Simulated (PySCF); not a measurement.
Worked example: chemical shift, span and skew from a shielding tensor

(E)-2-fluorobut-2-ene (C₄H₇F), SMILES C/C=C(\C)F. Atoms are numbered in the order given.

```xyz
12

C     -0.1143     2.0628     0.0000
C      0.6335     0.7605     0.0000
C      0.1042    -0.4628     0.0000
C     -1.3250    -0.8990     0.0000
F      0.9399    -1.5273     0.0000
H      0.1472     2.6654    -0.8858
H     -1.2049     1.9247     0.0000
H      0.1472     2.6654     0.8858
H      1.7284     0.8045     0.0000
H     -1.5270    -1.5190    -0.8882
H     -1.5270    -1.5190     0.8882
H     -2.0135    -0.0453     0.0000
```
Charge 0, spin multiplicity 1.

Geometry optimised at ωB97X-D3(BJ)/def2-SVP.

GIAO shieldings from PBE/pcSseg-1 (PySCF), non-relativistic, no solvent. The symmetric part of the tensor of C2 has the principal values -13.4, 95.4, 145.3 ppm. The same nucleus in TMS has σ = 182.0 ppm at this level (PySCF, at its B3LYP-D3(BJ)/def2-TZVP geometry).

### Question
Work out the isotropic shielding, the ¹³C shift against TMS, the span and the skew.

### Answer

σ(iso) = (σ11 + σ22 + σ33)/3 = 75.8 ppm. δ = σ(ref) − σ(iso) = 182.0 − (75.8) = 106.2 ppm.
Span Ω = σ33 − σ11 = 158.7 ppm. Skew κ = 3(σ(iso) − σ22)/Ω = -0.37. Tumbling in solution averages the tensor to δ; in a static solid the shielding alone would spread this spin-1/2 line over Ω.
